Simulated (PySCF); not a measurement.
Compound: C8H11NS.
SMILES: `c1cc(N2CCCC2)cs1`

Level of theory: PySCF 2.14.0, density-fitted response routines, TDDFT CAM-B3LYP/def2-SVPD, vertical, gas phase, core orbitals frozen in the response. One conformer (not necessarily the lowest) at the PBE0-D3(BJ)/def2-SVP geometry, without solvent, vibrations or thermal averaging.

Broadening: Gaussians 0.3 eV wide at half height, area fixed by f = 4.319×10⁻⁹ ∫ε dν̃. The width is an assumption, not a result. The curve ends short of the highest state used, and states not computed would add to its high-energy end.

(E (eV), ε (L mol⁻¹ cm⁻¹)): (4.20, 18), (4.26, 87), (4.31, 270), (4.37, 856), (4.42, 1893), (4.47, 3586), (4.53, 6301), (4.58, 8511), (4.64, 9982), (4.69, 9665), (4.75, 7716), (4.80, 5616), (4.86, 3558), (4.91, 2538), (4.96, 2002), (5.02, 1602), (5.07, 1263), (5.13, 827), (5.18, 514), (5.24, 261), (5.29, 147), (5.34, 90), (5.40, 65), (5.45, 78), (5.51, 156), (5.56, 303), (5.62, 619), (5.67, 1031), (5.73, 1753), (5.78, 2581)

Task: Where are the band maxima, and which computed states make them?

Result: 266 nm (4.65 eV), ε about 10000, made up of S1 (100%) (ε in L mol⁻¹ cm⁻¹; maxima over ε = 5, shares over 10%). At its high-energy end, 5.78 eV, the curve is still rising (ε about 2600, from S4, S5 and S6). The states used: S1 4.65 eV (f 0.111); S2 4.99 eV (f 0.017); S3 5.29 eV (f 0.0006); S4 5.75 eV (f 0.0091); S5 5.92 eV (f 0.0064); S6 5.96 eV (f 0.040); S7 6.13 eV (f 0.020); S8 6.18 eV (f 0.082); S9 6.30 eV (f 0.011); S10 6.38 eV (f 0.0030).

Task: What would ε be at 4.65 eV, the highest of these maxima, with half the width (0.15 eV)?

Result: About 20000 L mol⁻¹ cm⁻¹ against 10000, a factor of about 1.99; a lone state at its own centre would give exactly 2.

Task: On this curve, what absorbance would a 10⁻⁴ mol/L sample give at 266 nm over a 1 cm path?

Result: 266 nm is 4.661 eV, where ε is about 10000 L mol⁻¹ cm⁻¹, so A = ε c l ≈ 1 (Beer–Lambert, with the gas-phase spectrum and the assumed width).

Task: Coming from long wavelengths, where does ε first pass 100 L mol⁻¹ cm⁻¹?

Result: At about 291 nm (4.27 eV), 0.39 eV below S1.

The vertical ionisation energy (ΔSCF) is 6.96 eV, 0.58 eV above S10.
